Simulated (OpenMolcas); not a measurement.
Ar4+, Kr4+, Xe4+: ns2 np2 down the group

| Property | Result |
| --- | --- |
| Program | OpenMolcas 26.06 |
| Method | MS-CASPT2, IPEA 0.25 Eh, imaginary shift 0.1 Eh |
| Basis | ANO-RCC-VTZP |
| Scalar Hamiltonian | DKH2, point nucleus |
| Spin-orbit coupling | RASSI with atomic mean-field integrals over the reference wave functions, term energies averaged over their components |

Active space for each ion: 4 electrons in 8 orbitals (s p s p); closed shells correlated by CASPT2: Ar4+ 2s 2p; Kr4+ 3d; Xe4+ 4d.

Computed levels in cm-1 above 3P0:

```
                               Level   Ar4+   Kr4+   Xe4+
                                 3P1    696   3280   7780
                                 3P2   1872   6900  12510
                                 1D2  16560  19570  25810
                                 1S0  37320  38730  43210
weight of 3P in the lowest level (%)    100     97     92
```

Mixed levels, with the weight of the term that names them: Xe4+ 3P2 (73 %), Xe4+ 1D2 (73 %).

Measured, with the error of the calculation in %. Measured levels: Ar4+ from Saloman, J. Phys. Chem. Ref. Data 39, 033101 (2010); Kr4+ from Saloman, J. Phys. Chem. Ref. Data 36, 215 (2007).

| Level | Ar4+ | Kr4+ |
| --- | --- | --- |
| 3P1 | 763 (-8.9) | 3743 (-12.4) |
| 3P2 | 2029 (-7.7) | 7595 (-9.2) |
| 1D2 | 16299 (+1.6) | 19723 (-0.8) |
| 1S0 | 37912 (-1.6) | 39204 (-1.2) |

The fine-structure level 3P2 changes by a factor of 6.68 from Ar4+ to Xe4+.

Without spin-orbit coupling 1D lies 15200, 13240, 10280 cm-1 above 3P in that order; the difference to the level 1D2, of either sign, comes from spin-orbit coupling, which also lowers the zero.

Term energies are means over components that CASPT2 splits; among the terms shown or strongly mixed into the levels shown the widest spread is 84 cm-1 (5s2 5p2 1D, Xe4+). Over all roots computed the reference weight is 0.85 to 0.99 in Ar4+, 0.86 to 0.99 in Kr4+, 0.81 to 0.95 in Xe4+; the roots of lowest weight are the least certain, and an intruder state may touch them. Active for correlation alone: 4p 4s; no level in the range computed is led by a configuration that fills them, so any true level of that kind is missing (holds for Ar4+). Active for correlation alone: 5p 5s; no level in the range computed is led by a configuration that fills them, so any true level of that kind is missing (holds for Kr4+). Active for correlation alone: 6p 6s; no level in the range computed is led by a configuration that fills them, so any true level of that kind is missing (holds for Xe4+). Computed and measured levels are paired by configuration, term and J; levels that our copy of the source lacks, or whose pairing is in doubt (as where it misses far off the trend of its configuration), stay unpaired and out of the deviations. Only configurations of the active space appear.
